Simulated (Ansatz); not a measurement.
CH5Al (SMILES [CH3][AlH2]) moved off its minimum; all values from Ansatz (a first-principles code), cores frozen in correlated methods.
(charge 0, multiplicity 1)
```xyz
7

Al    -0.00769    -0.21393    -0.62660
H     -1.46950    -0.46067    -1.46566
H      1.47762    -0.98304    -1.23237
C     -0.01872     0.54457     1.06713
H     -0.04988     1.58400     0.90989
H      0.81558     0.38363     1.64176
H     -0.84629     0.37111     1.57377
```

```json
[
 {"level": "HF/def2-TZVPP", "largest force (eV/Å)": "4.70", "on atom": "H7", "rms difference from CCSD(T)/cc-pV(T+d)Z (eV/Å)": "0.121", "dipole (D)": "1.50"},
 {"level": "PBE/def2-TZVPP", "largest force (eV/Å)": "5.05", "on atom": "H7", "rms difference from CCSD(T)/cc-pV(T+d)Z (eV/Å)": "0.124", "dipole (D)": "1.50"},
 {"level": "r2SCAN/def2-TZVPP", "largest force (eV/Å)": "4.82", "on atom": "H7", "rms difference from CCSD(T)/cc-pV(T+d)Z (eV/Å)": "0.073", "dipole (D)": "1.54"},
 {"level": "B3LYP/def2-TZVPP", "largest force (eV/Å)": "4.76", "on atom": "H7", "rms difference from CCSD(T)/cc-pV(T+d)Z (eV/Å)": "0.039", "dipole (D)": "1.48"},
 {"level": "wB97M-V/def2-TZVPP", "largest force (eV/Å)": "4.77", "on atom": "H7", "rms difference from CCSD(T)/cc-pV(T+d)Z (eV/Å)": "0.059", "dipole (D)": "1.51"},
 {"level": "MP2/cc-pV(T+d)Z", "largest force (eV/Å)": "4.77", "on atom": "H7", "rms difference from CCSD(T)/cc-pV(T+d)Z (eV/Å)": "0.057", "dipole (D)": "1.47"},
 {"level": "CCSD(T)/cc-pV(T+d)Z", "largest force (eV/Å)": "4.86", "on atom": "H7", "rms difference from CCSD(T)/cc-pV(T+d)Z (eV/Å)": "0.000", "dipole (D)": "1.44"}
]
```

The differences count from one level among others, with limits of its own. Forces at CCSD(T)/cc-pV(T+d)Z (eV/Å):

```tsv
atom	Fx	Fy	Fz
Al1	0.382	-2.233	-2.453
H2	1.112	0.326	0.492
H3	-1.446	0.884	0.436
C4	1.810	0.898	-2.185
H5	0.046	1.868	-0.303
H6	2.068	-0.604	1.462
H7	-3.972	-1.138	2.551
```
